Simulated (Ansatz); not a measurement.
Species: C3H3N2, net charge 0, doublet state. It need not be the lowest isomer of its formula. SMILES: [N]1C=CC=N1
Geometry: optimised at B3LYP-D3(BJ)/def2-TZVP (Ansatz, a first-principles code).

Wanted: atomisation energy (electronic, to ground-state atoms), in kJ/mol. Valence correlation only, unless marked. Open shells are spin-unrestricted. No spin-orbit coupling. Non-relativistic. The coupled-cluster limit lacks core correlation, which all-electron functionals hold. Basis-set limits of correlation are two-point, X^-3; Hartree-Fock from the larger set (for Q and 5 zeta extrapolated as (X+1)exp(-9√X)). The bracket is a focal-point correction in the basis named.

| level | program | atomisation energy (kJ/mol) |
|---|---|---|
| HF/6-31G* | Ansatz | 2234.7 |
| HF/cc-pVTZ | Ansatz | 2257.1 |
| PBE-D4/def2-TZVPD | Ansatz + dftd4 | 3644.7 |
| r2SCAN-D3(BJ)/def2-TZVPD | Ansatz + dftd3 | 3459.9 |
| BHLYP-D3(BJ)/def2-TZVPD | Ansatz + dftd3 | 3284.9 |
| r2SCAN0-D4/def2-TZVPD | Ansatz + dftd4 | 3361.0 |
| HSE06/def2-TZVPD | Ansatz | 3500.1 |
| PBE-QIDH/def2-TZVPD | Ansatz | 3411.1 |
| RPA@PBE/cc-pVTZ | Ansatz | 3169.5 |
| MP2/6-31G | Ansatz | 2744.2 |
| SCS-MP2/cc-pV5Z | Ansatz | 3407.8 |
| CCSD(T)/6-31G* | Ansatz | 3113.5 |
| RI-MP2/CBS(cc-pVTZ,cc-pVQZ)+[CCSD(T)-MP2]/cc-pVDZ | Ansatz | 3415.4 |
| RI-MP2/CBS(cc-pVTZ,cc-pVQZ)+[CCSD(T)-MP2]/cc-pVQZ | Ansatz | 3416.3 |
| CCSD(T)/CBS(cc-pVQZ,cc-pV5Z) | Ansatz | 3417.2 |

The UHF reference is spin-contaminated (<S^2> 0.37 over the pure value in the largest basis).
